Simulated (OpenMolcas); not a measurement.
What dynamic correlation does to the levels of neutral barium

```
Program             : OpenMolcas 26.06
Basis               : ANO-RCC-VTZP [8s7p4d2f1g]
Scalar Hamiltonian  : DKH2, point nucleus
Active space        : 2 electrons in 4 orbitals (6s 6p)
State averaging     : 2S+1 = 3 even, 3 roots; 2S+1 = 1 even, 6 roots; 2S+1 = 3 odd, 3 roots; 2S+1 = 1 odd, 3 roots
Spin-orbit coupling : state interaction with AMFI integrals over the reference wave functions, term energies averaged over their components
```

Methods on the same reference wave functions:
A. CASSCF
B. SS-CASPT2, IPEA 0.25 Eh, imaginary shift 0.1 Eh (closed shells correlated: 5s 5p)
C. XMS-CASPT2, IPEA 0.25 Eh, imaginary shift 0.1 Eh (closed shells correlated: 5s 5p)

Energies in cm⁻¹ above 6s² ¹S₀, the measured ground level; measured values from NIST Handbook of Basic Atomic Spectroscopic Data.

```json
{"Level": "6s² ¹S₀", "A": "0.0", "B": "0.0", "C": "0.0", "Measured": "0.0"}
{"Level": "6s 6p ³P°₀", "A": "10234", "B": "11850", "C": "12370", "Measured": "12266"}
{"Level": "6s 6p ³P°₁", "A": "10499", "B": "12120", "C": "12640", "Measured": "12637"}
{"Level": "6s 6p ³P°₂", "A": "11041", "B": "12660", "C": "13180", "Measured": "13515"}
{"Level": "6s 6p ¹P°₁", "A": "22847", "B": "21550", "C": "21520", "Measured": "18060"}
{"Level": "6p² ³P₀", "A": "30200", "B": "32640", "C": "33010", "Measured": ""}
{"Level": "6p² ³P₁", "A": "30442", "B": "32880", "C": "33250", "Measured": ""}
{"Level": "6p² ³P₂ [74 %]", "A": "30897", "B": "33150", "C": "33630", "Measured": ""}
{"Level": "6p² ¹D₂ [74 %]", "A": "34799", "B": "33950", "C": "34870", "Measured": ""}
```

Deviations, from unrounded energies. A percentage is the sum of absolute deviations over the sum of measured energies, with the sign that they share, or ± where signs differ.

| Against measurement | Levels | A | B | C |
| --- | --- | --- | --- | --- |
| mean absolute deviation (cm-1) | 4 | 2900 | 1300 | 980 |
| other configurations (%) | 4 | ±20.2 | ±9.3 | ±6.9 |

C lies closest to measurement on these levels and A furthest from it. The largest miss of C in the table is 6s 6p ¹P°₁, by +3500 cm-1. The ranking rests on the paired levels alone, and a cruder setting can come out closer through cancelling errors.

Between B and C the level of the table that moves most is 6p² ¹D₂ [74 %], by 920 cm-1 (lowest in B, highest in C). Moves below CASPT2's spread within the term are not significant.

The lowest spin-free term lies below A's lowest term by 0.181 hartree in B, 0.184 hartree in C.

CASPT2 does not keep the components of a term degenerate, so their means are used; among the terms shown or strongly mixed into the levels shown the widest spread is 210 cm-1 (6p² ¹D, B). The ¹D term of p² mixes with s d, which this space lacks. Measured partners are found by configuration, term and J. A level has none where our copy of the source lacks it or the pairing is in doubt (some pairs that miss far off the trend of their configuration count as doubtful), and it then counts in no deviation. Levels of configurations outside the active space are missing.

A share in square brackets marks a mixed level and gives the weight of the term that names it, the lowest over the columns. ° marks odd parity.
